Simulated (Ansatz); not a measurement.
The cluster Li9Si⁻, 10 atoms. Hardware: 4 threads of Arm Neoverse V1 on a shared host.

Correlated methods freeze 5 core orbitals; core or outer-core shells of Li are correlated, in sets that lack core-valence functions.

**Question.** How many basis functions does each of these Ansatz runs have, and roughly what does it cost? BLYP-D4/def2-TZVPD, charge -1 singlet, energy, from earlier orbitals; r2SCAN-D4/def2-SVPD, charge -1 singlet, relaxation, 26 steps; RPA@PBE/def2-TZVPD, charge -1 singlet, energy, from earlier orbitals; PBE0-D4/def2-SVP, charge -1 singlet, energy with a search over starts; PBE0-D4/def2-SVPD, charge -1 singlet, energy, from earlier orbitals; PBE-QIDH/def2-TZVPD, charge -1 singlet, energy, from earlier orbitals; r2SCAN-D4/def2-TZVPD, charge -1 triplet at the geometry of the charge -1 singlet, energy, from earlier orbitals; LC-ωPBE/def2-TZVPD, charge -1 singlet, energy, from earlier orbitals; ωB97X-V/def2-TZVPD, charge -1 singlet, energy, from earlier orbitals; r2SCAN0-D4/def2-TZVPD, charge -1 singlet, energy, from earlier orbitals; B2PLYP/def2-TZVPD, charge -1 singlet, energy, from earlier orbitals; B3LYP-D4/6-31G, charge -1 singlet, energy.

**Answer.** Other jobs shared the machine, so times can vary by a factor of up to 3. A dash marks memory too small to be measured apart from the calling script's.

| run | functions | fitting or Cholesky vectors | wall time | peak host memory (GiB) |
| --- | --- | --- | --- | --- |
| B3LYP-D4/6-31G, charge -1 singlet, energy | 94 | 1137 | 2.9 s | – |
| PBE0-D4/def2-SVPD, charge -1 singlet, energy, from earlier orbitals | 132 | 1586 | 3.3 s | – |
| BLYP-D4/def2-TZVPD, charge -1 singlet, energy, from earlier orbitals | 196 | 1760 | 4.3 s | – |
| PBE0-D4/def2-SVP, charge -1 singlet, energy with a search over starts | 99 | 1327 | 6.5 s | – |
| r2SCAN0-D4/def2-TZVPD, charge -1 singlet, energy, from earlier orbitals | 196 | 1781 | 7.5 s | 0.58 |
| LC-ωPBE/def2-TZVPD, charge -1 singlet, energy, from earlier orbitals | 196 | 1760 | 7.5 s | – |
| PBE-QIDH/def2-TZVPD, charge -1 singlet, energy, from earlier orbitals | 196 | 1957 | 9 s | 0.56 |
| B2PLYP/def2-TZVPD, charge -1 singlet, energy, from earlier orbitals | 196 | 1957 | 9 s | 0.56 |
| ωB97X-V/def2-TZVPD, charge -1 singlet, energy, from earlier orbitals | 196 | 1769 | 16 s | 0.93 |
| RPA@PBE/def2-TZVPD, charge -1 singlet, energy, from earlier orbitals | 196 | 1957 | 17 s | 0.64 |
| r2SCAN-D4/def2-TZVPD, charge -1 triplet at the geometry of the charge -1 singlet, energy, from earlier orbitals | 196 | 1760 | 51 s | 0.8 |
| r2SCAN-D4/def2-SVPD, charge -1 singlet, relaxation, 26 steps | 132 | 1569 | 1.8 min | – |
